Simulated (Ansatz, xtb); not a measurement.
**Two structures of C2H5AlBrF**

Structure I is `[CH3][Al]([Br])[CH2]F`, a singlet and structure II is a singlet given by its coordinates. Both are isolated molecules in the gas phase, relaxed with PBE0-D3(BJ)/def2-SVP; the shapes shown needn't be the lowest conformers.

I (Å):

```yaml
atoms:
  - { symbol: C, position_ang: [-1.6989, -1.6230, 1.2808] }
  - { symbol: C, position_ang: [-0.4461, 0.4024, 3.8079] }
  - { symbol: Al, position_ang: [-0.3584, -0.4292, 2.0153] }
  - { symbol: Br, position_ang: [1.4740, 0.1443, 0.8024] }
  - { symbol: F, position_ang: [-1.6054, 0.0014, 4.4601] }
  - { symbol: H, position_ang: [-2.5503, -1.0344, 0.8972] }
  - { symbol: H, position_ang: [-1.3141, -2.2311, 0.4486] }
  - { symbol: H, position_ang: [-2.1002, -2.2929, 2.0582] }
  - { symbol: H, position_ang: [0.4277, 0.1297, 4.4303] }
  - { symbol: H, position_ang: [-0.4317, 1.5076, 3.7501] }
```

II (Å):

```xyz
10

C    -1.7807   -1.4626    1.2893
C    -0.5162    0.7394    3.5831
Al   -0.2984   -0.5604    2.1530
Br    1.8426   -0.9628    1.5147
F    -0.4472   -0.6594    4.1461
H    -2.7215   -1.3272    1.8461
H    -1.9355   -1.0737    0.2692
H    -1.5890   -2.5435    1.1956
H     0.3230    1.2810    4.0371
H    -1.4805    1.1440    3.9165
```

Close contacts (Å): C1–Al3 1.94, C2–Al3 1.94, C2–F5 1.51, Al3–Br4 2.27, Al3–F5 2.00, C1–H6 1.10, C1–H7 1.10, C1–H8 1.10, C2–H9 1.10, C2–H10 1.10.

Problem. Estimate which is lower in electronic energy at CCSD(T)/def2-SVP + ΔMP2/def2-TZVPP, and by roughly how much.

Solution. Too close to call at this level: CCSD(T)/def2-SVP + ΔMP2/def2-TZVPP gives E(II) − E(I) = −0.19 kcal/mol.

How the difference moves with the method:

```tsv
level	geometry	E(II) − E(I) (kcal/mol)	departure from the last row (kcal/mol)	job, with rough time for the two
PBE0-D3(BJ)/def2-SVP	PBE0-D3(BJ)/def2-SVP	+0.65	+0.85	optimisation, 51 s
HF/def2-SVP	PBE0-D3(BJ)/def2-SVP	+1.62	+1.81	part of the CCSD(T) run
MP2/def2-SVP	PBE0-D3(BJ)/def2-SVP	−1.21	−1.02	part of the CCSD(T) run
CCSD(T)/def2-SVP	PBE0-D3(BJ)/def2-SVP	−1.21	−1.02	single point
CCSD(T)/def2-SVP + ΔMP2/def2-TZVPP	PBE0-D3(BJ)/def2-SVP	−0.19		single point, 35 s
```

The largest departure from CCSD(T)/def2-SVP + ΔMP2/def2-TZVPP is that of HF/def2-SVP, 1.81 kcal/mol. Levels run at GFN2-xTB geometries aren't shown. The last row adds to CCSD(T) the change of the MP2 difference between the two basis sets, here +1.02 kcal/mol.

With thermal terms from frequencies at re-optimised GFN2-xTB minima (ideal gas, soft modes damped towards free rotors, one conformer each, 298.15 K, 1 atm): the zero-point term adds −0.01 kcal/mol; ΔH is −0.27 and ΔG +0.10 kcal/mol.

The correlated steps freeze 17 core orbitals; the filled d shell of Br is correlated, in a basis made for valence electrons. Run with Ansatz 0.2.0, xtb 6.7.1; the last row on 2 threads of Intel(R) Xeon(R) 6975P-C (Granite Rapids) on a shared host.
